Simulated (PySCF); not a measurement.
Isomers of C2H2OSi. Gas-phase values, no solvent. Strings in code marks are SMILES.

These are PBE0-D3(BJ)/def2-TZVP run with PySCF values and carry that method's errors. Excitations are Tamm–Dancoff values on a coarser integration grid. The basis has no diffuse functions, so Rydberg states are missing or too high.

| species | S1–T1 gap (TDA) (eV) | dipole moment (D) | S1 oscillator strength |
|---|---|---|---|
| `O=[si]1cc1` | 0.72 | … | … |
| `C#C[SiH]=O` | 0.35 | 4.56 | 0.000 |
| `C(=[SiH2])=C=O` | 0.25 | 3.88 | 0.000 |

### Question
Complete the blanks.

### Answer

- `O=[si]1cc1`, dipole moment (D): 4.73
- `O=[si]1cc1`, S1 oscillator strength: 0.002
